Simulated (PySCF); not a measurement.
Cl3Fe (SMILES [Cl][Fe]([Cl])[Cl]), sextet, at a GFN2-xTB geometry (such geometries of metal compounds can be far from the true shape); DF-PBE/STO-3G (PySCF).

Input for PySCF:
```python
from pyscf import gto, scf, dft

mol = gto.M(
    atom='''
Fe   -0.090619   -0.360170   -0.204027
Cl    1.972420   -0.043488   -0.350614
Cl   -0.676963   -0.590220    1.791263
Cl   -1.156863    1.184556   -1.128609
''',
    basis='sto-3g',
    charge=0,
    spin=5,
    verbose=4,
)

mf = dft.UKS(mol)
mf.xc = 'pbe'
mf = mf.density_fit(auxbasis='def2-universal-jkfit')
mf.kernel()
```

### Question
What does PySCF print? Leave out banner, timings and long lists.

### Answer

```
PySCF version 2.14.0

[INPUT] verbose = 4
[INPUT] num. atoms = 4
[INPUT] num. electrons = 77
[INPUT] charge = 0
[INPUT] spin (= nelec alpha-beta = 2S) = 5
[INPUT] symmetry False subgroup None
[INPUT] Mole.unit = angstrom
[INPUT] Symbol           X                Y                Z      unit          X                Y                Z       unit  Magmom
[INPUT]  1 Fe    -0.090619000000  -0.360170000000  -0.204027000000 AA   -0.171245091682  -0.680622658285  -0.385555152017 Bohr   0.0
[INPUT]  2 Cl     1.972420000000  -0.043488000000  -0.350614000000 AA    3.727333602615  -0.082180409705  -0.662564435438 Bohr   0.0
[INPUT]  3 Cl    -0.676963000000  -0.590220000000   1.791263000000 AA   -1.279274666464  -1.115354153241   3.384996487067 Bohr   0.0
[INPUT]  4 Cl    -1.156863000000   1.184556000000  -1.128609000000 AA   -2.186154233643   2.238486419210  -2.132761911719 Bohr   0.0

nuclear repulsion = 468.326357744223
number of shells = 23
number of NR pGTOs = 135
number of NR cGTOs = 45
basis = sto-3g
ecp = {}

******** <class 'pyscf.df.df_jk.DFUKS'> ********
method = DFUKS
initial guess = minao
damping factor = 0
level_shift factor = 0
DIIS = <class 'pyscf.scf.diis.CDIIS'>
diis_start_cycle = 1
diis_space = 8
diis_damp = 0
SCF conv_tol = 1e-09
SCF conv_tol_grad = None
SCF max_cycles = 50
direct_scf = False
number electrons alpha = 41  beta = 36
XC library pyscf.dft.libxc version 7.1.2
    S. Lehtola, C. Steigemann, M. J. T. Oliveira, and M. A. L. Marques,  SoftwareX 7, 1–5 (2018)
XC functionals = pbe
    J. P. Perdew, K. Burke, and M. Ernzerhof,  Phys. Rev. Lett. 77, 3865 (1996)
    J. P. Perdew, K. Burke, and M. Ernzerhof,  Phys. Rev. Lett. 78, 1396 (1997)
    J. P. Perdew, K. Burke, and M. Ernzerhof,  Phys. Rev. Lett. 77, 3865 (1996)
    J. P. Perdew, K. Burke, and M. Ernzerhof,  Phys. Rev. Lett. 78, 1396 (1997)
radial grids:
    Treutler-Ahlrichs [JCP 102, 346 (1995); DOI:10.1063/1.469408] (M4) radial grids

becke partition: Becke, JCP 88, 2547 (1988); DOI:10.1063/1.454033
pruning grids: <function nwchem_prune>
grids dens level: 3
symmetrized grids: False
atomic radii adjust function: <function treutler_atomic_radii_adjust>
small_rho_cutoff = 0
Set gradient conv threshold to 3.16228e-05
tot grids = 77544
init E= -2611.55630691997

cycle= 1 E= -2608.67455972818  delta_E= 2.88  |g|= 1.78  |ddm|= 6.22

cycle= 2 E= -2598.43211061326  delta_E= 10.2  |g|= 2.16  |ddm|= 6.88
cycle= 3 E= -2614.21062064926  delta_E= -15.8  |g|= 0.798  |ddm|= 6.45

cycle= 4 E= -2612.77227656611  delta_E= 1.44  |g|= 1.59  |ddm|= 2.23

cycle= 5 E= -2613.40904497279  delta_E= -0.637  |g|= 1.29  |ddm|= 0.975

cycle= 6 E= -2614.09493673314  delta_E= -0.686  |g|= 0.903  |ddm|= 1.55

cycle= 7 E= -2614.06361308859  delta_E= 0.0313  |g|= 0.919  |ddm|= 0.104

cycle= 8 E= -2614.05914272446  delta_E= 0.00447  |g|= 0.921  |ddm|= 0.0691

cycle= 9 E= -2614.07312252849  delta_E= -0.014  |g|= 0.913  |ddm|= 0.0774

cycle= 10 E= -2613.80989438294  delta_E= 0.263  |g|= 1.05  |ddm|= 0.717

cycle= 11 E= -2606.96612449968  delta_E= 6.84  |g|= 3.02  |ddm|=  4.2
cycle= 12 E= -2614.89835179014  delta_E= -7.93  |g|= 0.149  |ddm|= 3.08
cycle= 13 E= -2614.91585560812  delta_E= -0.0175  |g|= 0.0638  |ddm|= 0.363
cycle= 14 E= -2614.9188421353  delta_E= -0.00299  |g|= 0.0275  |ddm|= 0.134
cycle= 15 E= -2614.91937507437  delta_E= -0.000533  |g|= 0.0147  |ddm|= 0.0731
cycle= 16 E= -2614.91959381091  delta_E= -0.000219  |g|= 0.00446  |ddm|= 0.0377
cycle= 17 E= -2614.91961313416  delta_E= -1.93e-05  |g|= 0.000316  |ddm|= 0.00904
cycle= 18 E= -2614.91961326787  delta_E= -1.34e-07  |g|= 3.02e-05  |ddm|= 0.00117
cycle= 19 E= -2614.9196132686  delta_E= -7.33e-10  |g|= 2.07e-05  |ddm|= 0.000152
Extra cycle  E= -2614.91961326788  delta_E= 7.18e-10  |g|= 3.07e-05  |ddm|= 0.000165
converged SCF energy = -2614.91961326788  <S^2> = 8.760805  2S+1 = 6.0036006
```
